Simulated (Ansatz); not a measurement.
CH4SiZn at its PBE0-D4/def2-TZVP geometry, where that method's forces vanish. Charge 0, multiplicity 1. The bonds changed during the relaxation, so this is another structure than the one it started from.

```
atom   x (Å)   y (Å)   z (Å)
  C1  -0.890  -0.124   0.846
 Si2   0.507  -0.376  -0.105
 Zn3   0.757   1.790  -2.132
  H4  -0.881   0.508   1.726
  H5  -1.865  -0.487   0.540
  H6   0.518  -1.328  -1.238
  H7   1.854   0.018   0.365
```

Q: For each bond, give half the difference of the two atoms' forces along it (eV/Å; positive pushes the atoms apart) under PBE-D4, r2SCAN-D4, B3LYP-D4, ωB97M-V in def2-TZVPP. (Estimate.)

A: The calculation gave: 
```csv
bond,length (Å),PBE-D4,r2SCAN-D4,B3LYP-D4,ωB97M-V
C1–Si2,1.708,0.28,0.17,0.11,-0.23
C1–H4,1.084,0.05,-0.04,-0.06,0.02
C1–H5,1.084,0.05,-0.05,-0.07,0.01
Si2–H6,1.480,0.00,-0.06,-0.10,-0.05
Si2–H7,1.480,0.00,-0.06,-0.10,-0.05
```

B3LYP here is the variant with VWN-RPA as its local correlation; programs differ in this.

Program: Ansatz 0.2.0.
